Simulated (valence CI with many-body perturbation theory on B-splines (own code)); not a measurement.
## Assign the levels of S¹¹⁺

Computed by relativistic CI+MBPT: three valence electrons over a frozen Dirac-Fock core [He], radial functions for each j: 11 s, 11 p, 9 d, 7 f, 5 g, 2 h, 1 i, with the one-electron correlation potential Σ1, the two-electron term Σ2, the three-electron term Σ3, Breit, model QED; selected CI, second order for the rest, scaled by the run's own slope (own B-spline code, finite nucleus).

No measured levels were compared; by estimate levels of excited configurations hold to 0.05 to 0.15 % of their energy, terms of the ground configuration to about 0.5 %.

```csv
No.,J,Parity,E (cm⁻¹),g
1,1/2,odd,0,0.664
2,3/2,odd,13134,1.333
3,1/2,even,193820,2.667
4,3/2,even,198610,1.733
5,5/2,even,205310,1.599
6,3/2,even,346780,0.800
7,5/2,even,347050,1.200
8,1/2,even,439790,1.883
9,1/2,even,464970,0.784
10,3/2,even,471630,1.332
11,3/2,odd,610080,1.999
12,3/2,odd,689980,0.806
13,5/2,odd,690500,1.199
14,1/2,odd,774210,0.664
```

Energies count from the lowest level. Strongly mixed levels and levels close to another of their J and parity are left out, so the numbers can have gaps.

Give configuration and LS term of each level.

1: 2s2 2p 2P°; 2: 2s2 2p 2P°; 3: 2s 2p2 4P; 4: 2s 2p2 4P; 5: 2s 2p2 4P; 6: 2s 2p2 2D; 7: 2s 2p2 2D; 8: 2s 2p2 2S; 9: 2s 2p2 2P; 10: 2s 2p2 2P; 11: 2p3 4S°; 12: 2p3 2D°; 13: 2p3 2D°; 14: 2p3 2P°.
